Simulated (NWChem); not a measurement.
System: C2H4Cl2Si; SMILES C([SiH3])=C(Cl)Cl

Program: NWChem. Coordinates come from a PBE0/def2-SVP optimisation. Level: PBE0/def2-SVP with SMD (1 M gas to 1 M solution), gas-phase geometry. Reactions with the solvent are ignored.

Problem. What does the run give for solvent toluene? Quantities: solvation free energy (kcal/mol); cavity-dispersion-structure term (kcal/mol); dipole in solution (D).

Solution. 
```yaml
solvation free energy (kcal/mol): -2.4
cavity-dispersion-structure term (kcal/mol): -1.8
dipole in solution (D): 0.94
```
